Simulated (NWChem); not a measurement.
**Ionisation of octasulfur (S8)**

```xyz
8

S      1.8469     0.0668     1.7093
S      1.5171     1.1536     0.0000
S      1.8469     0.0668    -1.7093
S      0.0220    -0.9603    -2.0945
S     -1.4408     0.4458    -1.7196
S     -2.3733    -0.2583     0.0000
S     -1.4408     0.4458     1.7196
S      0.0220    -0.9603     2.0945
```
Charge 0, spin multiplicity 1.

The numbers come from NWChem runs, not from measurements. All single points use one geometry, from PBE0/def2-SVP, held to Cs symmetry and with no frequency check, so it may be a saddle point. It is one conformer; others weren't searched.

Basis set: def2-SVP. The species with one electron less has spin multiplicity 2 and keeps the geometry of the parent. Δ marks differences of total energies (open shells unrestricted). −ε marks an orbital energy of the parent. That orbital need not have the symmetry of the hole or added electron in the Δ rows.

B3LYP has NWChem's definition, with VWN1-RPA local correlation. No SCF solution was tested for a lower state.

Problem. Order these methods by the first vertical ionisation energy they give, lowest first: −ε(HOMO) of HF, −ε(HOMO) of B3LYP, −ε(HOMO) of PBE, ΔB3LYP, ΔPBE.

Solution. −ε(HOMO) of PBE (5.51 eV), −ε(HOMO) of B3LYP (6.36 eV), ΔPBE (7.90 eV), ΔB3LYP (8.21 eV), −ε(HOMO) of HF (9.37 eV)
